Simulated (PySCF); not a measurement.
# Calculated NMR parameters of C#C[Si]1(N(C)C)[SiH2][SiH2][SiH2]1

- Formula: C4H13NSi4
- SMILES: C#C[Si]1(N(C)C)[SiH2][SiH2][SiH2]1
- Point group of the computed structure: C1
- Degrees of unsaturation: 3
- Carbon signals: 3
- Proton signals: 6

Numbering as in the mapped SMILES `[CH:1]#[C:2][Si:3]1([N:4]([CH3:5])[CH3:6])[SiH2:7][SiH2:8][SiH2:9]1`. Hydrogens are named by the atom that carries them.

Isolated molecule, one averaged value for each set of equivalent atoms, single conformer, non-relativistic Hamiltonian. GFN2-xTB geometry; σ from GIAO-PBE0/pcSseg-1; PySCF 2.14.0 with density-fitted response routines.

Scale: 1H (σref 31.72), 13C (σref 186.93), 29Si (σref 349.16) vs TMS; 15N (σref 267.73) vs NH3 (reference shieldings calculated alike).

| carbon | δC, type | δH (multiplicity) | HMBC from (2–3 bonds) | span of the C tensor (ppm) |
| --- | --- | --- | --- | --- |
| C1 | 109.9, CH | 2.50 (s) | – | 228 |
| C2 | 89.6, C | – | Ha(Si7)/Hb(Si9), Hb(Si7)/Ha(Si9), H(C1) | 293 |
| C5/C6 | 41.2, CH3 | 2.64 (s) | H(C5)/H(C6) | 61 |

Other nuclei:
```json
{"atoms": "Ha(Si7)/Hb(Si9)", "nucleus": "1H", "environment": "hydrogen on a silicon bonded to 2 Si, in a 4-membered ring", "δ (ppm)": "4.43", "σ (ppm)": "27.29"}
{"atoms": "Hb(Si7)/Ha(Si9)", "nucleus": "1H", "environment": "hydrogen on a silicon bonded to 2 Si, in a 4-membered ring", "δ (ppm)": "4.23", "σ (ppm)": "27.49"}
{"atoms": "Ha(Si8)", "nucleus": "1H", "environment": "hydrogen on a silicon bonded to 2 Si, in a 4-membered ring", "δ (ppm)": "3.78", "σ (ppm)": "27.94"}
{"atoms": "Hb(Si8)", "nucleus": "1H", "environment": "hydrogen on a silicon bonded to 2 Si, in a 4-membered ring", "δ (ppm)": "3.74", "σ (ppm)": "27.98"}
{"atoms": "Si3", "nucleus": "29Si", "environment": "silicon bonded to C, N, 2 Si, in a 4-membered ring", "δ (ppm)": "-3.0", "σ (ppm)": "352.1"}
{"atoms": "Si7/Si9", "nucleus": "29Si", "environment": "silicon bonded to 2 Si, 2 H, in a 4-membered ring", "δ (ppm)": "-82.9", "σ (ppm)": "432.1"}
{"atoms": "Si8", "nucleus": "29Si", "environment": "silicon bonded to 2 Si, 2 H, in a 4-membered ring", "δ (ppm)": "-118.5", "σ (ppm)": "467.7"}
{"atoms": "N4", "nucleus": "15N", "environment": "nitrogen bonded to 2 C, Si", "δ (ppm)": "23.8", "σ (ppm)": "243.9"}
```

- Carbon types of the structure: 1 × C, 1 × CH, 2 × CH3, leaving 6 H on heteroatoms.
- δC 109.9: terminal alkyne carbon.
- δC 89.6: alkyne carbon; sp carbons lie upfield of alkene carbons because the cylindrical π system leaves one tensor component strongly shielded.
- δC 41.2: methyl carbon bonded to N; pulled downfield by the heteroatom.
- δH 2.64: hydrogen on a methyl carbon bonded to N; its carbon carries N, hence the downfield position.
- δH 2.50: hydrogen on a terminal alkyne carbon; it lies on the axis of the triple bond, in its shielding cone.

Shifts are as computed. Against solution values, carbons near 30 ppm lie about +3 ppm off and those near 130 ppm about +5 ppm. Of 1211 compounds with measured shifts, 218 miss one by over three times the rms of a fit or turn the order of signals round; such compounds aren't used in these exercises. Experimental scales use liquid or dissolved standards, which lie at an offset from isolated NH3 (liquid NH3: subtract about 20 ppm). No couplings were computed; multiplicities are counted from neighbouring protons, with m where these are inequivalent, close in shift, in a saturated or five-membered ring or joined by F or P, and br s for small geminal =CH2 splittings.
